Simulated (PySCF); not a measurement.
BF2HS, SMILES FB(F)S. The structure is a stationary point at ωB97X-D3(BJ)/def2-SVP. One conformer was computed; it need not be the lowest.

TDDFT-CAM-B3LYP/def2-SVPD run with PySCF puts the lowest singlet excitations at 6.71, 7.45, 7.47, 8.51, 8.72, 8.84 eV.

Task: What are the lowest excitation roots from ADC(2)/aug-cc-pVDZ (PySCF 2.14.0)? (An estimate is asked for; the answer gives what the named calculation found.)

Result: 6.89, 7.67, 7.78, 8.65, 8.84, 8.87 eV. S1 differs by 0.18 eV (second minus first; roots are paired by order, and the bases may differ).
